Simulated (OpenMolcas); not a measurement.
# Au5+ in a point-charge field

Au5+ among 4 point charges of -1 e arranged as a tetrahedron (Td), 1.97 Å from the ion.

```json
{
  "Program": "OpenMolcas",
  "Method": "CASSCF",
  "Basis": "ANO-RCC-VDZP [7s6p4d2f]",
  "Scalar Hamiltonian": "DKH2, point nucleus",
  "Active space": "6 electrons in 5 orbitals (5d)",
  "State averaging": "2S+1 = 5 even, 5 roots; 2S+1 = 3 even, 45 roots; 2S+1 = 1 even, 50 roots",
  "Spin-orbit coupling": "RASSI with atomic mean-field integrals over the reference wave functions"
}
```

The lowest spin-free states (labels of Td), above the lowest:

```
State  Degeneracy  E (cm-1)  Free-ion L (%)
   5E           2       0.0         D (100)
  5T2           3      1548         D (100)
  3T1           3     20497          H (91)
   3E           2     21003          H (99)
  3T2           3     21857          H (94)
  3T1           3     22132          H (87)
  3T1           3     23844          P (56)
  3A2           1     24174         F (100)
  3T2           3     24723          F (90)
  3A1           1     25799         G (100)
  3T1           3     25863          F (71)
   3E           2     26520          G (98)
  3T1           3     26547          G (87)
  3T2           3     27552          G (96)
   1E           2     30775          I (96)
  1T2           3     30882          I (92)
  1A2           1     31394         I (100)
  1T2           3     32236          I (72)
  1A1           1     32266          I (75)
  1T1           3     32310          I (81)
```

The lowest levels with spin-orbit coupling:

| E (cm-1) | Degeneracy | Label | 2S+1 |
| --- | --- | --- | --- |
| 0.0 | 1 | A1 | 5 (79 %) |
| 64.1 | 3 | T1 | 5 (78 %) |
| 83.3 | 2 | E | 5 (77 %) |
| 222.0 | 3 | T2 | 5 (76 %) |
| 8049 | 2 | E | 5 (54 %) |
| 8324 | 3 | T2 | 5 (57 %) |
| 9512 | 1 | A2 | 5 |
| 10354 | 3 | T2 | 5 (87 %) |
| 10751 | 3 | T1 | 5 (90 %) |
| 14633 | 1 | A1 | 5 (72 %) |
| 14679 | 3 | T1 | 5 (79 %) |
| 20342 | 3 | T2 | 3 (62 %) |
| 21164 | 2 | E | 3 (64 %) |
| 21460 | 3 | T1 | 3 (65 %) |
| 21806 | 1 | A1 | 3 (65 %) |
| 26701 | 1 | A1 | 3 (84 %) |
| 26749 | 3 | T1 | 3 (85 %) |
| 26781 | 2 | E | 3 |
| 26804 | 3 | T1 | 3 |
| 26813 | 3 | T2 | 3 (84 %) |

Powder χT (cm3 K/mol): 0.225 at 2 K, 1.12 at 10 K, 4.14 at 50 K, 4.78 at 100 K, 5.02 at 200 K, 5.08 at 300 K. The effective moment at 300 K is 2.828 √(χT) = 6.37 μB.

A least-squares ligand-field fit to the states below 45000 cm-1, each weighted by its degeneracy and with a free common offset, gives 10Dq = -1475 cm-1 (negative for this site), B = 1002 cm-1 and C = 4173 cm-1 (C/B = 4.16), with an rms deviation of 18 cm-1.

Spin-orbit coupling mixes the spin-free states strongly: the lowest level takes only 51 % from its leading state, 5E. An orbital doublet at a regular site is open to a Jahn-Teller distortion, which this geometry leaves out. Without dynamic correlation the repulsion within the d shell is too large (B by tens of per cent), so at a given field states of lower spin stand too high. Point charges give a weaker field than real ligands, and real ions of this kind are as a rule low spin; the high spin found here belongs to the model. The ground term spreads over less than 5000 cm-1, several times less than with real ligands, so orbital moments are less quenched and χT lies further from the spin-only value than at real sites. This is an electrostatic model: the charges have no orbitals. No measured value stands beside these numbers.
